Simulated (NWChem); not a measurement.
System: VH2SO2Cl; SMILES [Cl][V](=[S])([OH])[OH]

Input file for NWChem:

```
start job
memory heap 200 mb stack 900 mb global 1100 mb
geometry units angstroms noautoz
  V     -0.333023    -0.017231     0.000000
  S      0.802858     1.614104     0.000000
  Cl     0.952793    -1.749303     0.000000
  O     -1.330979    -0.029680     1.407451
  H     -1.221129     0.559040     2.164824
  O     -1.330979    -0.029680    -1.407451
  H     -1.221129     0.559040    -2.164824
end
basis spherical
  * library 6-31g*
end
dft
  xc m06-2x
  grid xcoarse
  iterations 150
  mulliken
end
task dft gradient
```

Excerpt of the output:

```
             Northwest Computational Chemistry Package (NWChem) 7.3.0
             --------------------------------------------------------

 CS  symmetry detected

                             Geometry "geometry" -> ""
                             -------------------------

 Output coordinates in angstroms (scale by  1.889725989 to convert to a.u.)

  No.       Tag          Charge          X              Y              Z
 ---- ---------------- ---------- -------------- -------------- --------------
    1 V                   23.0000    -0.28715062     0.09651367     0.00000000
    2 S                   16.0000     1.17386669     1.44444095     0.00000000
    3 Cl                  17.0000     0.59479425    -1.87213293     0.00000000
    4 O                    8.0000    -1.26430022     0.29961419     1.40745100
    5 H                    1.0000    -1.03005071     0.85078153     2.16482400
    6 O                    8.0000    -1.26430022     0.29961419    -1.40745100
    7 H                    1.0000    -1.03005071     0.85078153    -2.16482400

 Effective nuclear repulsion energy (a.u.)     482.6753219695

      Symmetry information
      --------------------

 Group name             Cs
 Group number              2
 Group order               2
 No. of unique centers     5

                                 NWChem DFT Module
                                 -----------------

 Summary of "ao basis" -> "ao basis" (spherical)
 ------------------------------------------------------------------------------
       Tag                 Description            Shells   Functions and Types
 ---------------- ------------------------------  ------  ---------------------
 V                           6-31g*                 12       34   5s4p2d1f
 S                           6-31g*                  8       18   4s3p1d
 Cl                          6-31g*                  8       18   4s3p1d
 O                           6-31g*                  6       14   3s2p1d
 H                           6-31g*                  2        2   2s

      Symmetry analysis of basis
      --------------------------

        a'         65
        a"         37

            General Information
            -------------------
          SCF calculation type: DFT
          Wavefunction type:  closed shell.
          No. of atoms     :     7
          No. of electrons :    74
           Alpha electrons :    37
            Beta electrons :    37
          Charge           :     0
          Spin multiplicity:     1
          Use of symmetry is: on ; symmetry adaption is: on
          Maximum number of iterations: 150
          AO basis - number of functions:   102
                     number of shells:    44
          Convergence on energy requested:  1.00D-06
          Convergence on density requested:  1.00D-05
          Convergence on gradient requested:  5.00D-04

              XC Information
              --------------
                       M06-2X Method XC Functional
                     Hartree-Fock (Exact) Exchange  0.540
                        M06-2X Exchange Functional  1.000
                      M06-2X Correlation Potential  1.000

             Grid Information
             ----------------
          Grid used for XC integration:  xcoarse
          Radial quadrature: Mura-Knowles
          Angular quadrature: Lebedev.
          Tag              B.-S. Rad. Rad. Pts. Rad. Cut. Ang. Pts.
          ---              ---------- --------- --------- ---------
          V                   1.35       75           7.0       194
          S                   1.00       42           9.0       194
          Cl                  1.00       42           9.0       194
          O                   0.60       21           9.0       194
          H                   0.35       21          10.0       194
          Grid pruning is: on
          Number of quadrature shells:   201
          Spatial weights used:  Erf1

      Superposition of Atomic Density Guess
      -------------------------------------

 Sum of atomic energies:       -1950.13112429

      Non-variational initial energy
      ------------------------------

 Total energy =   -1950.626754
 1-e energy   =   -3647.314449
 2-e energy   =    1214.012373
 HOMO         =      -0.353993
 LUMO         =       0.000304

      Symmetry analysis of molecular orbitals - initial
      -------------------------------------------------

  Numbering of irreducible representations:

     1 a'          2 a"

  Orbital symmetries:

     1 a'          2 a'          3 a'          4 a'          5 a'
     6 a"          7 a'          8 a"          9 a'         10 a'
    11 a'         12 a'         13 a'         14 a"         15 a'
    16 a'         17 a"         18 a'         19 a"         20 a'
    21 a'         22 a'         23 a"         24 a'         25 a'
    26 a'         27 a"         28 a'         29 a"         30 a'
    31 a"         32 a'         33 a'         34 a"         35 a'
    36 a"         37 a'         38 a'         39 a"         40 a'
    41 a'         42 a"         43 a'         44 a"         45 a'
    46 a'         47 a'

[...]

                         DFT ENERGY GRADIENTS

    atom               coordinates                        gradient
                 x          y          z           x          y          z
   1 V      -0.542636   0.182384   0.000000   -0.006467  -0.012932   0.000000
   2 S       2.218286   2.729598   0.000000    0.006847   0.007154   0.000000
   3 Cl      1.123998  -3.537818   0.000000   -0.000904   0.004054   0.000000
   4 O      -2.389181   0.566189   2.659697    0.001324   0.003361   0.003174
   5 H      -1.946514   1.607744   4.090924   -0.001062  -0.002499  -0.002921
   6 O      -2.389181   0.566189  -2.659697    0.001324   0.003361  -0.003174
   7 H      -1.946514   1.607744  -4.090924   -0.001062  -0.002499   0.002921
```

Level: M06-2X/6-31G* (spherical d). All runs use the structure optimised with PBE0/def2-SVP. Not confirmed as a minimum by frequencies.
